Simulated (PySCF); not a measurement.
## TDDFT excited states: C5H8O3

Compound: C₅H₈O₃.
Geometry (GFN2-xTB, Å), atoms numbered from 1 in this order:
```xyz
16
C5H8O3 angstrom
O     -3.0506   -1.2048    1.4986
C     -2.1926   -0.5792    0.9692
C     -1.8820   -0.1195   -0.4435
C     -0.6451    0.5007    0.2272
C      0.7059   -0.0576   -0.1776
C      1.8200    0.4460    0.7495
O      3.0872   -0.0248    0.3701
O     -1.0903   -0.0050    1.5108
H     -2.6049    0.5745   -0.8631
H     -1.6865   -0.9208   -1.1514
H     -0.6298    1.5938    0.2490
H      0.9208    0.2436   -1.2047
H      0.6686   -1.1499   -0.1369
H      1.8848    1.5353    0.6961
H      1.5826    0.1621    1.7831
H      3.1043   -0.9854    0.4470
```

Theory: TDDFT B3LYP/def2-SVPD, vertical, gas phase, core orbitals frozen in the response (PySCF 2.14.0, density-fitted response routines).

| state | E (eV) | E (hartree) | f | \|μ\| (D) | main configurations (H = HOMO, L = LUMO) |
| --- | --- | --- | --- | --- | --- |
| S1 | 5.91 | 0.2172 | 0.0004 | 0.14 | H-1→L (82%), H→L (16%) |
| S2 | 6.82 | 0.2504 | 0.0094 | 0.60 | H→L+1 (70%), H→L+2 (10%), H→L (8%) |
| S3 | 6.97 | 0.2563 | 0.0020 | 0.28 | H→L (74%), H-1→L (14%) |
| S4 | 7.38 | 0.2713 | 0.013 | 0.69 | H→L+2 (52%), H-1→L+1 (20%), H→L+1 (14%) |
| S5 | 7.48 | 0.2749 | 0.017 | 0.76 | H-1→L+1 (33%), H→L+2 (31%), H-1→L+2 (28%) |
| S6 | 7.64 | 0.2809 | 0.0035 | 0.35 | H-1→L+2 (51%), H-1→L+1 (35%) |
| S7 | 7.77 | 0.2854 | 0.074 | 1.58 | H-2→L (76%) |
| S8 | 7.82 | 0.2874 | 0.0066 | 0.47 | H→L+3 (87%) |

Triplets (Tamm–Dancoff): T1 5.41 eV, H-1→L (82%), H→L (15%); T2 6.02 eV, H-2→L (82%); T3 6.54 eV, H→L+1 (70%), H→L+2 (14%).

The lowest singlet comes at 210 nm (570 kJ/mol) in the ultraviolet; it is dark (f under 0.0005); its leading configuration is HOMO-1→LUMO (82%). The most intense listed level is S7 at 7.77 eV (160 nm, f = 0.074), 1.86 eV above S1. S1 has the pattern of n→π* at C=O. Of the 8 states listed, 3 reach f = 0.01 and 1 stays under 0.0005. Weighted by f, the mean energy of these states is 7.60 eV. The oscillator strengths of these states sum to 0.126; summed over the whole spectrum of an exact calculation they would give the number of electrons, 62 (Thomas–Reiche–Kuhn). Singlets were solved by full linear response, triplets in the Tamm–Dancoff approximation.

One conformer stands for the species.
